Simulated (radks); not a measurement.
Values are calculated unless marked as measured or tabulated.
Species: Be IV. Configuration: 1s0.75 2p0.25 (fractional occupations, a model configuration). Level of theory: Dirac Kohn-Sham, OLYP, spin-unpolarised, spherical densities, finite nucleus; open shells fill j = l - 1/2 first; Fermi nuclear charge, rms radius 2.519 fm (a radial shooting solver on a logarithmic mesh with Libxc functionals).

Normalised radial functions P(r) = r R(r) (large component), r in bohr:

| r | 2p3/2 |
|---|---|
| 0.01259 | 0.0008 |
| 0.01679 | 0.0015 |
| 0.02239 | 0.0026 |
| 0.0301 | 0.0047 |
| 0.04015 | 0.0081 |
| 0.05355 | 0.0141 |
| 0.07142 | 0.0242 |
| 0.09526 | 0.0410 |
| 0.1281 | 0.0694 |
| 0.1708 | 0.1133 |
| 0.2278 | 0.1801 |
| 0.3039 | 0.2759 |
| 0.4053 | 0.4034 |
| 0.5406 | 0.5555 |
| 0.7268 | 0.7124 |
| 0.9694 | 0.8150 |
| 1.293 | 0.8066 |
| 1.724 | 0.6651 |
| 2.3 | 0.4356 |
| 3.092 | 0.2004 |
| 4.124 | 0.0586 |
| 5.501 | 0.0093 |

2p3/2 (empty): eigenvalue -39.666 eV, 0 radial nodes, <r> = 1.41 bohr, 90 % of the charge inside 2.28 bohr.
